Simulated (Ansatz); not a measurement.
Molecule: sum formula Si$_{2}$H$_{3}$Cl$_{3}$, net charge 0, singlet state. 
Geometry from a B3LYP-D3(BJ)/def2-TZVP (Ansatz, a program for electronic structure) optimisation:
SMILES: [SiH3][Si](Cl)(Cl)Cl
```xyz
8

Si    -2.2044     0.1564    -0.5742
Si     0.0475    -0.0034     0.0124
Cl     0.9774    -1.4810    -1.0731
Cl     0.2477    -0.4492     2.0093
Cl     1.0201     1.7710    -0.3513
H     -2.8575    -1.1389    -0.2842
H     -2.8218     1.2369     0.2256
H     -2.2920     0.4675    -2.0178
```
Charge 0, spin multiplicity 1.

Dipole moments at this geometry, in debye (magnitudes).

```json
[
 {"level": "SVWN5/def2-TZVPD", "program": "Ansatz", "dipole (D)": "1.64"},
 {"level": "revPBE/def2-TZVPD", "program": "Ansatz", "dipole (D)": "1.54"},
 {"level": "B3LYP/def2-TZVPD", "program": "Ansatz", "dipole (D)": "1.66"},
 {"level": "PBE0/def2-TZVPD", "program": "Ansatz", "dipole (D)": "1.66"},
 {"level": "r2SCAN0/def2-TZVPD", "program": "Ansatz", "dipole (D)": "1.67"},
 {"level": "HSE06/def2-TZVPD", "program": "Ansatz", "dipole (D)": "1.66"},
 {"level": "LC-wPBE/def2-TZVPD", "program": "Ansatz", "dipole (D)": "[?]"},
 {"level": "wB97M-V/def2-TZVPD", "program": "Ansatz", "dipole (D)": "1.67"},
 {"level": "wB97X-V/def2-TZVPD", "program": "Ansatz", "dipole (D)": "1.70"},
 {"level": "CCSD(T)/aug-cc-pV(D+d)Z", "program": "Ansatz", "dipole (D)": "[?]"}
]
```

**Question.** Some entries are withheld; supply them.

**Answer.** 
- LC-wPBE/def2-TZVPD, dipole (D): 1.73
- CCSD(T)/aug-cc-pV(D+d)Z, dipole (D): 1.62
